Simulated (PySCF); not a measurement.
A structure optimised at PBE-D3(BJ)/def2-SVP, used in a PySCF frequency run:

```
C
C 1 1.3523
H 2 1.0998 1 120.69
Cl 2 1.7214 3 115.26 1 180.00
Br 1 1.8814 2 123.58 3 180.00
Br 1 1.8928 2 119.71 3 0.00
```
Charge 0, spin multiplicity 1.

Write its SMILES, formula and point group.

ClC=C(Br)Br, C2HBr2Cl, Cs

What are its rotational constants (standard atomic weights)?

1.7827, 0.91768, 0.60582 GHz
